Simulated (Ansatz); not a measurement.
B₆N, relaxed as a doublet with UKS B3LYP-D4/def2-SVP in Ansatz, starting from the GFN2-xTB geometry. Force threshold 0.02 eV/Å.

The structure comes from a short search, and lower isomers may exist.

Start:

```xyz
7

N    -1.390    0.361   -1.087
B     0.423   -0.462    1.359
B    -0.724   -0.795   -0.910
B     0.479   -1.250   -0.018
B     1.490   -0.036    0.138
B    -0.740    1.177   -0.235
B     0.462    1.005    0.754
```

**Question.** Estimate the energy that the relaxation releases and the steps that it takes.

**Answer.** 8.9 kcal/mol, in 6 steps; 9 s on 4 threads of Arm Neoverse V1 on a shared host. No frequencies were taken in this run, so the end may be a saddle point.

**Question.** Does the start keep its bonding and symmetry?

**Answer.** By distances, no bond broke or formed. The bond that changes most is B3–B6, from 2.08 to 1.91 Å (atoms count from 1). Point group C2v at the start, C2v at the end, both within 0.05 Å.

**Question.** Predict the relaxed structure.

**Answer.** 
```tsv
atom	x (Å)	y (Å)	z (Å)
N1	-1.430	0.372	-1.119
B2	0.307	-0.457	1.343
B3	-0.686	-0.723	-0.852
B4	0.538	-1.329	0.007
B5	1.451	0.000	0.032
B6	-0.700	1.084	-0.233
B7	0.520	1.053	0.822
```
Bond lengths: 8 × B–B 1.61 to 1.91 Å; 2 × B–N 1.35 Å.
